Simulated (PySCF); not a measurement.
# Orbital picture of SbTe

PBE0 at R = 2.541 Å; PySCF, scalar-relativistic core potentials, basis sets Sb cc-pVTZ-PP with ECP28, Te cc-pVTZ-PP with ECP28. State: ⁴Π (quartet), unpaired electrons π ↑↑↑, a second solution, started from another occupation. Only the outer orbitals are listed, counted within each symmetry, core potentials removing the inner ones.

```json
{"spin": "α", "orbital": "7σ", "occ.": "1", "ε (eV)": "-18.64", "on Sb (%)": "25", "main shells (%)": "73 Te s, 20 Sb s"}
{"spin": "α", "orbital": "8σ", "occ.": "1", "ε (eV)": "-14.50", "on Sb (%)": "70", "main shells (%)": "69 Sb s, 23 Te s"}
{"spin": "α", "orbital": "5π", "occ.": "1", "ε (eV)": "-8.73", "on Sb (%)": "24", "main shells (%)": "75 Te p, 23 Sb p"}
{"spin": "α", "orbital": "9σ", "occ.": "1", "ε (eV)": "-8.36", "on Sb (%)": "46", "main shells (%)": "51 Te p, 38 Sb p"}
{"spin": "α", "orbital": "5π", "occ.": "1", "ε (eV)": "-7.98", "on Sb (%)": "34", "main shells (%)": "65 Te p, 32 Sb p"}
{"spin": "α", "orbital": "6π", "occ.": "1", "ε (eV)": "-5.90", "on Sb (%)": "75", "main shells (%)": "75 Sb p, 23 Te p"}
{"spin": "α", "orbital": "6π", "occ.": "1", "ε (eV)": "-5.47", "on Sb (%)": "66", "main shells (%)": "66 Sb p, 32 Te p"}
{"spin": "α", "orbital": "10σ", "occ.": "0", "ε (eV)": "-0.89", "on Sb (%)": "65", "main shells (%)": "71 Sb p, 43 Te p"}
{"spin": "α", "orbital": "11σ", "occ.": "0", "ε (eV)": "1.82", "on Sb (%)": "77", "main shells (%)": "66 Sb s, 17 Te s, 8 Te d"}
{"spin": "α", "orbital": "7π", "occ.": "0", "ε (eV)": "3.69", "on Sb (%)": "55", "main shells (%)": "49 Sb d, 40 Te d"}
{"spin": "β", "orbital": "7σ", "occ.": "1", "ε (eV)": "-17.45", "on Sb (%)": "23", "main shells (%)": "74 Te s, 17 Sb s"}
{"spin": "β", "orbital": "8σ", "occ.": "1", "ε (eV)": "-12.90", "on Sb (%)": "68", "main shells (%)": "68 Sb s, 22 Te s, 10 Te p"}
{"spin": "β", "orbital": "9σ", "occ.": "1", "ε (eV)": "-7.74", "on Sb (%)": "48", "main shells (%)": "50 Te p, 36 Sb p, 11 Sb s"}
{"spin": "β", "orbital": "5π", "occ.": "1", "ε (eV)": "-6.99", "on Sb (%)": "19", "main shells (%)": "80 Te p, 17 Sb p"}
{"spin": "β", "orbital": "5π", "occ.": "0", "ε (eV)": "-5.01", "on Sb (%)": "26", "main shells (%)": "74 Te p, 24 Sb p"}
{"spin": "β", "orbital": "6π", "occ.": "0", "ε (eV)": "-2.52", "on Sb (%)": "80", "main shells (%)": "80 Sb p, 18 Te p"}
{"spin": "β", "orbital": "6π", "occ.": "0", "ε (eV)": "-2.28", "on Sb (%)": "74", "main shells (%)": "74 Sb p, 24 Te p"}
```

Which are the highest filled and the lowest empty level, where do they sit, and how wide is the gap?

Highest filled α 6π at -5.47 eV (in %: 66 Sb p, 32 Te p); lowest empty β 5π at -5.01 eV (in %: 74 Te p, 24 Sb p); the gap at PBE0 is 0.46 eV.

- bond order (Mayer): 1.32
- ⟨S²⟩: 3.759
- charge on Sb (Mulliken, basis-dependent): 0.01
- charge on Sb (Löwdin, basis-dependent): -0.08
- dipole moment (positive dipole means Sb(−)Te(+)): 0.11 D

Spin–orbit coupling is left out.
